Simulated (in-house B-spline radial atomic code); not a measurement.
Ionisation energies along the 3-electron series, configuration [He] 2s1, as differences of self-consistent energies. NIST's values go from ground level to ground level; the uncertainty of those that are theory runs from under 0.1 % in few-electron ions to several per cent in heavy many-electron ones. Computed with a radial B-spline atomic code at the basis-set limit: non-relativistic Hartree-Fock, average of the configuration, point nuclei.

This level leaves out relativity, spin-orbit splitting included, which matters for heavy ions.

```csv
ion,configuration after,ionisation energy (eV),IE/(q+1)² (eV),-ε less Coulomb ΔSCF (eV),tabulated value (eV),computed minus tabulated (eV)
Mn22+,1s2,1861.9,3.5197,0.0096631,1879.873,-18
Fe23+,1s2,2024.6,3.5149,0.0097529,2045.759,-21
Co24+,1s2,2194.0,3.5105,0.0098363,2218.876,-25
Ni25+,1s2,2370.3,3.5063,0.0099141,2399.259,-29
Cu26+,1s2,2553.3,3.5025,0.0099867,2586.954,-34
Zn27+,1s2,2743.2,3.499,0.010055,2781.996,-39
Ga28+,1s2,2939.9,3.4957,0.010119,2984.426,-45
Ge29+,1s2,3143.3,3.4926,0.010178,3194.293,-51
As30+,1s2,?,?,?,?,?
Se31+,1s2,?,?,?,?,?
Br32+,1s2,3794.5,3.4844,0.010339,3868.986,-74
Kr33+,1s2,4025.2,3.482,0.010386,4109.083,-84
Rb34+,1s2,?,?,?,?,?
Sr35+,1s2,4507.0,3.4776,0.010474,4612.397,-105
Zr37+,1s2,5015.9,3.4736,0.010554,5146.935,-131
Nb38+,1s2,5280.6,3.4718,0.010591,5426.066,-145
Mo39+,1s2,5552.1,3.4701,0.010626,5713.194,-161
```

Fill in the row of As30+.

ionisation energy (eV): 3353.6; IE/(q+1)² (eV): 3.4897; -ε less Coulomb ΔSCF (eV): 0.010235; tabulated value (eV): 3411.643; computed minus tabulated (eV): -58.

Fill in the row of Se31+.

ionisation energy (eV): 3570.7; IE/(q+1)² (eV): 3.487; -ε less Coulomb ΔSCF (eV): 0.010288; tabulated value (eV): 3636.526; computed minus tabulated (eV): -66.

Fill in the row of Rb34+.

ionisation energy (eV): 4262.7; IE/(q+1)² (eV): 3.4797; -ε less Coulomb ΔSCF (eV): 0.010431; tabulated value (eV): 4356.865; computed minus tabulated (eV): -94.
